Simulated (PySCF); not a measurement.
**TDDFT excited states: H7NSSi2**

Species: H₇NSSi₂.
Numbering: `[NH2:1][SiH2:2][S:3][SiH3:4]` (hydrogens: H5, H6 on N1; H7, H8 on Si2; H9, H10, H11 on Si4)

Level of theory: PySCF 2.14.0, density-fitted response routines, TDDFT PBE0/def2-SVPD, vertical, gas phase, core orbitals frozen in the response. Isolated species at its GFN2-xTB geometry (one conformer only). Torsions of this conformer, `[NH2:1][SiH2:2][S:3][SiH3:4]`: N1–Si2–S3–Si4 -61°, H–N1–Si2–S3 -39°, H–N1–Si2–S3 -178°.

**Question.** List the vertical singlet excitations with oscillator strengths and describe the spectrum.

**Answer.** 

```
state  E (eV)  λ (nm)  ν̃ (cm⁻¹)       f  |μ| (D)  main configurations (H = HOMO, L = LUMO)
   S1    5.87   211.0      47380   0.015     0.83                                 H→L (94%)
   S2    6.20   200.0      50000   0.013     0.74                  H→L+1 (60%), H→L+2 (30%)
   S3    6.37   194.7      51370  0.0047     0.44   H-1→L (68%), H-1→L+1 (18%), H→L+2 (10%)
   S4    6.54   189.7      52720   0.026     1.03                  H→L+2 (55%), H→L+1 (31%)
   S5    6.69   185.4      53930   0.012     0.68  H-1→L+1 (70%), H-1→L (15%), H-1→L+2 (9%)
   S6    6.94   178.7      55970   0.013     0.71                               H→L+3 (86%)
```

Triplets, Tamm–Dancoff:

| state | E (eV) | λ (nm) | main configurations (H = HOMO, L = LUMO) |
| --- | --- | --- | --- |
| T1 | 5.48 | 226.3 | H→L (94%) |
| T2 | 5.91 | 209.8 | H→L+1 (63%), H→L+2 (29%) |

The lowest singlet comes at 211 nm (567 kJ/mol) in the ultraviolet; it is weak; its leading configuration is HOMO→LUMO (94%). The strongest level in the table is S4 at 6.54 eV (190 nm, f = 0.026). Löwdin shares by element: HOMO sulfur 70%, silicon 17%; LUMO silicon 43%, sulfur 20%, hydrogen 8% or more (atoms not listed hold the other 30%). The listed states span 1.07 eV, and the widest gap between neighbours is 0.32 eV (S1 to S2). Of the 6 states listed, 5 reach f = 0.01 and none stays under 0.0005. The oscillator strengths of these states sum to 0.084; summed over the whole spectrum of an exact calculation they would give the number of electrons, 58 (Thomas–Reiche–Kuhn). The window holds the lowest 6 singlets.
